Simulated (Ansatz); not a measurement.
Two structures of SiNH6BrO, closed shell, reached by relaxing down either side of one saddle point (PBE0-D4/def2-TZVP). Energies are electronic, without zero-point energy. Program: Ansatz 0.2.0. Basis: def2-TZVPP and def2-QZVPP. Cores are frozen in the correlated methods. Filled d shells of the heavier atoms are correlated. The def2 sets are not built for correlating such inner shells, so the correlated values are less sure here. Extrapolation: Hartree–Fock as exp(−7.88 √X), correlation as X^−2.97. First:

Si1  (-0.307, -0.799, -0.478)
Br2  (1.284, -1.464, 0.966)
H3  (-1.525, -0.355, 0.214)
H4  (0.314, 0.115, -1.457)
O5  (-0.813, -2.156, -1.262)
H6  (1.212, 1.806, 0.681)
N7  (0.224, 1.612, 0.789)
H8  (-0.154, -2.676, -1.725)
H9  (0.053, 1.480, 1.779)
H10  (-0.287, 2.436, 0.494)
(Å)

Second:

```tsv
atom	x (Å)	y (Å)	z (Å)
Si1	-0.6953	-0.0364	-0.7667
Br2	2.3660	-1.0322	0.5164
H3	-2.1088	0.3816	-0.8579
H4	0.1238	0.4866	-1.8767
O5	-0.6240	-1.6085	-0.4289
H6	0.9756	0.3006	0.8123
N7	0.0085	0.8416	0.6943
H8	0.2923	-1.8844	-0.1968
H9	-0.5321	0.7200	1.5466
H10	0.1938	1.8314	0.5574
```

Q: Which bonds change from the first to the second?

A: SiH₃BrO ([OH][SiH2][Br]) + NH₃ → SiNH₅O ([NH2][SiH2][OH]) + HBr (still joined by a long H–N bond); bonds formed: Si1–N7, Br2–H6; bonds broken: Si1–Br2; bonds weakened to dative contacts: H6–N7.

Q: Give the saddle point's structure and its height above each. (An estimate is asked for; the value comes from the calculation.)

A: Computed: 8.38 kcal/mol above the first and 3.69 kcal/mol above the second (CCSD(T) at an estimated basis limit (MP2 extrapolated from triple and quadruple zeta, plus CCSD(T) − MP2 in triple zeta)).
```
10
angstrom
Si -0.2934 -0.2938 -0.5809
Br 1.8435 -1.1677 0.3648
H -1.6833 0.2680 -0.5117
H 0.3682 0.3425 -1.7412
O -0.8293 -1.8475 -0.7113
H 1.1259 1.3109 0.7747
N 0.1251 1.1268 0.7698
H -0.1312 -2.5060 -0.6424
H -0.1170 0.7955 1.7000
H -0.4085 1.9714 0.5784
```

T1 diagnostic: at most 0.010.

The step is the kind of exchange with an N–H group that builds nitride films in atomic layer and chemical vapour deposition.

Labels in which every atom is bracketed show which atoms are joined, not bond orders.

For scale, one of the runs: CCSD(T)/def2-TZVPP, 236 basis functions, launched by `ansatz run in.yaml --threads 8 --pin off --events-out ev --progress --plain --max-ram 19148MiB`. The run took 93 s on 8 CPU threads of an Arm Neoverse V2 (shared host), with 4.4 GiB of host memory at its peak.
